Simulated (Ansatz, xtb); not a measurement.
**Relative energy of two structures of AlGaH3O2+**

Structure a: a singlet given by its coordinates. Structure b: a singlet given by its coordinates. Both are gas-phase species (loosely bound parts included), relaxed with BLYP-D3(BJ)/def2-SVP.

a (Å):

```xyz
7

Al    0.0439   -0.0048    0.6876
Ga    1.8036   -0.8363   -2.3887
O    -1.5087   -0.3530    1.2316
O     0.2266   -0.7532   -0.9612
H    -2.0295   -0.1635    2.0289
H     1.3380    0.7413    1.1500
H    -0.5937   -1.2207   -1.2438
```

Close contacts (Å): Al1–O3 1.68, Al1–O4 1.82, Ga2–O4 2.13, Al1–H6 1.56, O3–H5 0.97, O4–H7 0.99.

b (Å):

```tsv
atom	x (Å)	y (Å)	z (Å)
Al	0.9390	-2.2115	-0.3273
Ga	-0.5656	0.4319	-1.2650
O	-0.4113	-1.9032	-1.4043
O	1.1438	-0.5071	0.0358
H	-0.9635	-2.5139	-1.9287
H	1.7826	-0.0487	0.6142
H	1.6762	-3.5065	0.1320
```

Close contacts (Å): Al1–O3 1.75, Al1–O4 1.75, Ga2–O3 2.34, Ga2–O4 2.34, Al1–H7 1.56, O3–H5 0.98, O4–H6 0.98.

Problem. Which of the two would you expect CCSD(T)/def2-TZVP electronic energies to favour?

Solution. Structure b; the calculation gives E(b) − E(a) = −31.6 kJ/mol.

The same difference at several levels:

| level | geometry | E(b) − E(a) (kJ/mol) | departure from the last row (kJ/mol) | job, with rough time for the two |
| --- | --- | --- | --- | --- |
| BLYP-D3(BJ)/def2-SVP | BLYP-D3(BJ)/def2-SVP | −37.5 | −5.9 | optimisation, 18 s |
| HF/def2-TZVP | BLYP-D3(BJ)/def2-SVP | −21.5 | +10.1 | part of the CCSD(T) run |
| MP2/def2-TZVP | BLYP-D3(BJ)/def2-SVP | −33.0 | −1.4 | part of the CCSD(T) run |
| CCSD(T)/def2-TZVP | BLYP-D3(BJ)/def2-SVP | −31.6 |  | single point, 29 s |

The levels shown agree on the order. The largest departure from CCSD(T)/def2-TZVP is that of HF/def2-TZVP, 10.1 kJ/mol. Levels run at GFN2-xTB geometries aren't shown.

With harmonic frequencies from BLYP-D3(BJ)/def2-SVP (ideal gas, rigid rotor, one conformer each, 298.15 K, 1 atm): the zero-point term adds +1.3 kJ/mol; ΔH is −31.3 and ΔG −25.2 kJ/mol.

The correlated steps freeze 16 core orbitals; the filled d shell of Ga is correlated, in a basis made for valence electrons. Programs: Ansatz 0.2.0; the last row on 2 threads of Intel(R) Xeon(R) 6975P-C (Granite Rapids) on a shared host.
